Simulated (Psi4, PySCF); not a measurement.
Psi4 was given this input:
```
memory 2 GB

molecule mol {
1 1
  O    -0.996704   -0.486791   -0.020502
  C     0.162609    0.529378   -0.007031
  O     1.224370    0.115755    0.112384
  H    -0.703626   -1.428893   -0.052034
  H    -0.301851    1.512574   -0.077054
  H    -1.791505   -0.291660   -0.563782
}

set basis 6-31g**
set reference rks
set scf_type pk
set puream true
set d_convergence 1e-8
set dft_radial_points 99
set dft_spherical_points 590

energy('revpbe')
print_variables()
```

Q: Write the same job for PySCF.

A: This is not unique; one that fits is 
```python
from pyscf import gto, scf, dft

mol = gto.M(
    atom='''
O    -0.99670430   -0.48679131   -0.02050171
C     0.16260915    0.52937802   -0.00703074
O     1.22437017    0.11575511    0.11238354
H    -0.70362568   -1.42889272   -0.05203392
H    -0.30185128    1.51257374   -0.07705403
H    -1.79150481   -0.29165963   -0.56378237
''',
    basis='6-31g**',
    charge=1,
    verbose=4,
)

mf = dft.RKS(mol)
mf.xc = 'revpbe'
mf.grids.atom_grid = (99, 590)
mf.grids.prune = None
mf.kernel()
```

Both were run: Psi4 gave -189.971990 Eh and PySCF -189.971990 Eh, 0.000 mEh apart.
